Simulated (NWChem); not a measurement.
Species: CCl2, singlet; SMILES Cl[C]Cl

Computed with NWChem. Pople sets run with spherical d functions. Low-valent species are run as closed-shell singlets; no triplet was tried in these runs. Level PBE/6-31G*: optimisations from one semi-empirical or force-field start; each run changes one setting, and all end within 0.3 mHa of each other.

| setting | optimisation steps |
|---|---|
| redundant internal coordinates, default thresholds | 4 |
| loose thresholds | 2 |
| trust radius 0.05 | 4 |
| Cartesian coordinates | 4 |
